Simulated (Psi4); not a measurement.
C$_{8}$H$_{12}$Sn (SMILES C=[CH][Sn]([CH]=C)([CH]=C)[CH]=C), singlet, at a GFN2-xTB geometry (such geometries of metal compounds can be far from the true shape) (core potentials on Sn); B3LYP/def2-SVP (Psi4).

The Psi4 input:
```
memory 2 GB

molecule {
0 1
C    -2.34956217    1.98384491   -0.10175669
C    -1.31431038    1.62809920    0.63354554
Sn    0.11122402    0.07558467    0.09454479
C    -0.30611682   -1.70543337    1.27356854
C    -1.40849447   -1.90148357    1.97024161
C    -0.05378305   -0.38416470   -2.02350741
C    -0.48326960   -1.52892442   -2.51764415
C     2.12594803    0.77630803    0.52546259
C     3.14597075    0.69349121   -0.30643983
H    -2.56400531    1.52412988   -1.05263064
H    -3.03546011    2.75783006    0.21275599
H    -1.14440948    2.12330475    1.58003164
H     0.45915531   -2.46966498    1.26446482
H    -2.19855318   -1.16972481    2.01274545
H    -1.57413943   -2.80792449    2.53531719
H     0.23777051    0.40764976   -2.70055144
H    -0.78748174   -2.34847672   -1.88748130
H    -0.55216069   -1.70204623   -3.58252119
H     2.27726639    1.21717371    1.50148224
H     4.12960787    1.05481756   -0.04166517
H     3.05291553    0.26327375   -1.29000798
}

set {
  basis def2-svp
}

energy('b3lyp')
print_variables()
```

Task: Predict the main parts of the log of this Psi4 run.

Result: 
```
   => Loading Basis Set <=

    Name: DEF2-SVP
    Role: ORBITAL
    Keyword: BASIS

    !!!  WARNING: ECP capability is in beta. Please check occupations closely.  !!!

         ---------------------------------------------------------
                                   SCF
               by Justin Turney, Rob Parrish, Andy Simmonett
                          and Daniel G. A. Smith
                              RKS Reference
         ---------------------------------------------------------

  ==> Geometry <==

    Molecular point group: c1
    Full point group: C1

    Geometry (in Angstrom), charge = 0, multiplicity = 1:

       Center              X                  Y                   Z               Mass
    ------------   -----------------  -----------------  -----------------  -----------------
         C           -2.366666845868     1.972244001344    -0.116311234289    12.000000000000
         C           -1.331415055868     1.616498291344     0.618990995711    12.000000000000
         SN           0.094119344132     0.063983761344     0.079990245711   119.902201630000
         C           -0.323221495868    -1.717034278656     1.259013995711    12.000000000000
         C           -1.425599145868    -1.913084478656     1.955687065711    12.000000000000
         C           -0.070887725868    -0.395765608656    -2.038061954289    12.000000000000
         C           -0.500374275868    -1.540525328656    -2.532198694289    12.000000000000
         C            2.108843354132     0.764707121344     0.510908045711    12.000000000000
         C            3.128866074132     0.681890301344    -0.320994374289    12.000000000000
         H           -2.581109985868     1.512528971344    -1.067185184289     1.007825032230
         H           -3.052564785868     2.746229151344     0.198201445711     1.007825032230
         H           -1.161514155868     2.111703841344     1.565477095711     1.007825032230
         H            0.442050634132    -2.481265888656     1.249910275711     1.007825032230
         H           -2.215657855868    -1.181325718656     1.998190905711     1.007825032230
         H           -1.591244105868    -2.819525398656     2.520762645711     1.007825032230
         H            0.220665834132     0.396048851344    -2.715105984289     1.007825032230
         H           -0.804586415868    -2.360077628656    -1.902035844289     1.007825032230
[...]
   @DF-RKS iter   4:  -526.07061782776020   -6.04993e-03   5.51355e-04 ADIIS/DIIS
   @DF-RKS iter   5:  -526.07679611955746   -6.17829e-03   1.16205e-04 ADIIS/DIIS
   @DF-RKS iter   6:  -526.07705460515706   -2.58486e-04   2.06036e-05 DIIS
   @DF-RKS iter   7:  -526.07706272804307   -8.12289e-06   1.00936e-05 DIIS
   @DF-RKS iter   8:  -526.07706483061827   -2.10258e-06   2.09885e-06 DIIS
   @DF-RKS iter   9:  -526.07706492772297   -9.71047e-08   5.39312e-07 DIIS
  Energy and wave function converged.

  ==> Post-Iterations <==

   Electrons on quadrature grid:
      Ntotal   =   82.0000401202 ; deviation = 4.012e-05

    Orbital Energies [Eh]
    ---------------------

    Doubly Occupied:

[...]
    Virtual:

[...]
     198A     52.039360

    Final Occupation by Irrep:
              A
    DOCC [    41 ]
    NA   [    41 ]
    NB   [    41 ]

  @DF-RKS Final Energy:  -526.07706492772297

   => Energetics <=

    Nuclear Repulsion Energy =            536.9017089247714694
    One-Electron Energy =               -1861.9476188779399308
    Two-Electron Energy =                 852.3352429300209678
    DFT Exchange-Correlation Energy =     -53.3663979045754218
    Empirical Dispersion Energy =           0.0000000000000000
    VV10 Nonlocal Energy =                  0.0000000000000000
    Total Energy =                       -526.0770649277230859

Computation Completed

Properties will be evaluated at   0.000000,   0.000000,   0.000000 [a0]

Properties computed using the SCF density matrix

 Multipole Moments:

 ------------------------------------------------------------------------------------
     Multipole            Electronic (a.u.)      Nuclear  (a.u.)        Total (a.u.)
 ------------------------------------------------------------------------------------

 L = 1.  Multiply by 2.5417464519 to convert [e a0] to [Debye]
 Dipole X            :          8.5169268           -8.5356200           -0.0186932
 Dipole Y            :          5.7845353           -5.7970104           -0.0124751
 Dipole Z            :          7.2444482           -7.2579211           -0.0134729
 Magnitude           :                                                    0.0262027

 ------------------------------------------------------------------------------------

  Variable Map:
  ----------------------------------------------------------------------------
[...]
  Array Variable Map:
  ----------------------------------------------------------------------------
[...]
[...]
```
